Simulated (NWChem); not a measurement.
System: PbI2, singlet; SMILES [I][Pb][I]

Here is an NWChem input.

```
start job
memory heap 200 mb stack 900 mb global 1100 mb
geometry units angstroms noautosym nocenter noautoz
  Pb     0.000000     0.000000     1.014818
  I      2.193521     0.000000    -0.770804
  I     -2.193521     0.000000    -0.770804
end
basis spherical
  * library def2-svpd
end
ecp
  I library def2-ecp
  Pb library def2-ecp
end
dft
  xc b3lyp
  iterations 150
end
property
  response 1 0.0
end
task dft property
```

Parts of the log:

```
             Northwest Computational Chemistry Package (NWChem) 7.3.0
             --------------------------------------------------------

                             Geometry "geometry" -> ""
                             -------------------------

 Output coordinates in angstroms (scale by  1.889725989 to convert to a.u.)

  No.       Tag          Charge          X              Y              Z
 ---- ---------------- ---------- -------------- -------------- --------------
    1 Pb                  82.0000     0.00000000     0.00000000     1.01481800
    2 I                   53.0000     2.19352100     0.00000000    -0.77080400
    3 I                   53.0000    -2.19352100     0.00000000    -0.77080400

 Effective nuclear repulsion energy (a.u.)    1965.0386539452

                                 NWChem DFT Module
                                 -----------------

 Summary of "ao basis" -> "ao basis" (spherical)
 ------------------------------------------------------------------------------
       Tag                 Description            Shells   Functions and Types
 ---------------- ------------------------------  ------  ---------------------
 Pb                        def2-svpd                12       32   5s4p3d
 I                         def2-svpd                13       35   5s5p3d

            General Information
            -------------------
          SCF calculation type: DFT
          Wavefunction type:  closed shell.
          No. of atoms     :     3
          No. of electrons :    72
           Alpha electrons :    36
            Beta electrons :    36
          Charge           :     0
          Spin multiplicity:     1
          Use of symmetry is: off; symmetry adaption is: off
          Maximum number of iterations: 150
          AO basis - number of functions:   102
                     number of shells:    38
          Convergence on energy requested:  1.00D-06
          Convergence on density requested:  1.00D-05
          Convergence on gradient requested:  5.00D-04

              XC Information
              --------------
                         B3LYP Method XC Potential
                     Hartree-Fock (Exact) Exchange  0.200
                        Slater Exchange Functional  0.800 local
                    Becke 1988 Exchange Functional  0.720 non-local
              Lee-Yang-Parr Correlation Functional  0.810
                  VWN I RPA Correlation Functional  0.190 local

             Grid Information
             ----------------
          Grid used for XC integration:  medium
          Radial quadrature: Mura-Knowles
          Angular quadrature: Lebedev.
          Tag              B.-S. Rad. Rad. Pts. Rad. Cut. Ang. Pts.
          ---              ---------- --------- --------- ---------
          Pb                  1.80      123          14.0       590
          I                   1.40      123          16.0       590
          Grid pruning is: on
          Number of quadrature shells:   369
          Spatial weights used:  Erf1

      Superposition of Atomic Density Guess
      -------------------------------------

 Sum of atomic energies:        -913.61314294

      Non-variational initial energy
      ------------------------------

 Total energy =    -785.206332
 1-e energy   =   -1932.542112
 2-e energy   =     866.144631
 HOMO         =      -0.289043
 LUMO         =      -0.055167

   convergence    iter        energy       DeltaE   RMS-Dens  Diis-err
 ---------------- ----- ----------------- --------- --------- ---------
 d= 0,ls=0.0,diis     1   -788.5754374808 -1.07D+03  2.37D-02  3.48D-01
 d= 0,ls=0.0,diis     2   -788.2849711432  2.90D-01  1.42D-02  1.70D+00
 d= 0,ls=0.0,diis     3   -788.6532176556 -3.68D-01  1.52D-03  5.60D-03
 d= 0,ls=0.0,diis     4   -788.6540955654 -8.78D-04  5.42D-04  2.18D-03
 d= 0,ls=0.0,diis     5   -788.6544577685 -3.62D-04  7.51D-05  3.13D-05
  Resetting Diis
 d= 0,ls=0.0,diis     6   -788.6544634227 -5.65D-06  1.92D-05  3.37D-06
 d= 0,ls=0.0,diis     7   -788.6544641164 -6.94D-07  4.67D-06  4.62D-08

         Total DFT energy =     -788.654464116419
      One electron energy =    -1933.877479867330
           Coulomb energy =      924.826850698001
    Exchange-Corr. energy =      -60.794984148166
 Nuclear repulsion energy =      281.191149201076

 Numeric. integr. density =       72.000000092181

                       DFT Final Molecular Orbital Analysis
                       ------------------------------------

 Vector   34  Occ=2.000000D+00  E=-2.665001D-01
              MO Center=  8.7D-07,  7.5D-09, -7.3D-01, r^2= 6.8D+00
   Bfn.  Coefficient  Atom+Function         Bfn.  Coefficient  Atom+Function
  ----- ------------  ---------------      ----- ------------  ---------------
    45      0.429601  2 I  py                80     -0.429601  3 I  py
    48      0.377721  2 I  py                83     -0.377721  3 I  py
    42     -0.174408  2 I  py                77      0.174408  3 I  py
    39     -0.141300  2 I  py                74      0.141300  3 I  py
    18     -0.058394  1 Pb d -2              51      0.041084  2 I  py

 Vector   35  Occ=2.000000D+00  E=-2.608227D-01
              MO Center= -1.8D-06, -3.6D-09, -5.4D-01, r^2= 6.9D+00
   Bfn.  Coefficient  Atom+Function         Bfn.  Coefficient  Atom+Function
  ----- ------------  ---------------      ----- ------------  ---------------
    46      0.417264  2 I  pz                81      0.417264  3 I  pz
    49      0.368216  2 I  pz                84      0.368216  3 I  pz
     3     -0.242916  1 Pb s                 14     -0.168843  1 Pb pz
    43     -0.168787  2 I  pz                78     -0.168787  3 I  pz
     4     -0.161563  1 Pb s                  1      0.154338  1 Pb s

 Vector   36  Occ=2.000000D+00  E=-2.577700D-01
              MO Center=  2.1D-06, -4.8D-09, -7.1D-01, r^2= 7.1D+00
   Bfn.  Coefficient  Atom+Function         Bfn.  Coefficient  Atom+Function
  ----- ------------  ---------------      ----- ------------  ---------------
    44      0.358279  2 I  px                79      0.358279  3 I  px
    47      0.314455  2 I  px                82      0.314455  3 I  px
    46      0.257403  2 I  pz                81     -0.257402  3 I  pz
    49      0.224918  2 I  pz                84     -0.224917  3 I  pz
    41     -0.144777  2 I  px                76     -0.144777  3 I  px

 Vector   37  Occ=0.000000D+00  E=-1.310966D-01
              MO Center=  1.6D-08, -1.3D-08,  7.9D-01, r^2= 4.7D+00
   Bfn.  Coefficient  Atom+Function         Bfn.  Coefficient  Atom+Function
  ----- ------------  ---------------      ----- ------------  ---------------
    13      0.579954  1 Pb py                16      0.522801  1 Pb py
    48     -0.200293  2 I  py                83     -0.200293  3 I  py
    10     -0.192212  1 Pb py                45     -0.188331  2 I  py
    80     -0.188331  3 I  py                 7     -0.186425  1 Pb py
    42      0.075088  2 I  py                77      0.075088  3 I  py

 Vector   38  Occ=0.000000D+00  E=-7.603839D-02
              MO Center= -3.3D-08,  2.3D-09,  8.4D-01, r^2= 7.4D+00
   Bfn.  Coefficient  Atom+Function         Bfn.  Coefficient  Atom+Function
  ----- ------------  ---------------      ----- ------------  ---------------
    14      0.494939  1 Pb pz                17      0.496958  1 Pb pz
     5      0.425040  1 Pb s                  3     -0.349190  1 Pb s
     4     -0.346763  1 Pb s                 47     -0.263197  2 I  px
    82      0.263197  3 I  px                44     -0.219973  2 I  px
    79      0.219973  3 I  px                 1      0.190545  1 Pb s

 Vector   39  Occ=0.000000D+00  E=-5.679587D-02
              MO Center= -8.4D-08, -1.5D-09,  6.5D-01, r^2= 7.6D+00
   Bfn.  Coefficient  Atom+Function         Bfn.  Coefficient  Atom+Function
  ----- ------------  ---------------      ----- ------------  ---------------
    15      0.532610  1 Pb px                12      0.528184  1 Pb px
    49     -0.245085  2 I  pz                84      0.245085  3 I  pz
    31     -0.200468  1 Pb d  1              46     -0.198198  2 I  pz
    81      0.198198  3 I  pz                35     -0.182388  2 I  s
    70      0.182388  3 I  s                 36     -0.179307  2 I  s

     Multipole analysis of the density
     ---------------------------------

     L   x y z        total         alpha         beta         nuclear
     -   - - -        -----         -----         ----         -------
     0   0 0 0      0.000000    -36.000000    -36.000000     72.000000

     1   1 0 0      0.000000      0.000000      0.000000      0.000000
     1   0 1 0     -0.000000     -0.000000     -0.000000      0.000000
     1   0 0 1      1.431773     16.036088     16.036088    -30.640403

     2   2 0 0    -67.345312   -463.230124   -463.230124    859.114935
     2   1 1 0     -0.000000     -0.000000     -0.000000      0.000000
     2   1 0 1      0.000001      0.000000      0.000000      0.000000
     2   0 2 0    -59.844420    -29.922210    -29.922210      0.000000
     2   0 1 1      0.000000      0.000000      0.000000      0.000000
     2   0 0 2    -58.742063   -122.868214   -122.868214    186.994365

 *** CALLING NEW AORESP DRIVER FOR CLOSED AND OPEN SHELLS ***
 Entering AOResponse driver routine

--------------------------------------------------------------------------------

[...]

 DFT Linear Response polarizability / au
 Frequency  =       0.0000000 / au
              X              Y              Z
 -----------------------------------------------
 X     177.3389572     -0.0000006     -0.0000015
 Y      -0.0000006     86.1152707     -0.0000008
 Z      -0.0000015     -0.0000008    120.8831040
 -----------------------------------------------
 Eigenvalues =     177.3389572     86.1152707    120.8831040
 Isotropic   =     128.1124439
 Anisotropic =      79.7427946
 -----------------------------------------------

 Magnetic Dipole Response Matrix (nonzero elements):

 Exiting AOResponse driver routine
```

Level: B3LYP/def2-SVPD with def2 effective core potentials on I, Pb. Low-valent species are run as closed-shell singlets; no triplet was tried in these runs. All runs use the structure optimised with PBE0/def2-SVP. No frequency run checked for a minimum. B3LYP is NWChem's, with the RPA form of VWN correlation. def2 effective core potentials on I, Pb; no spin-orbit coupling.
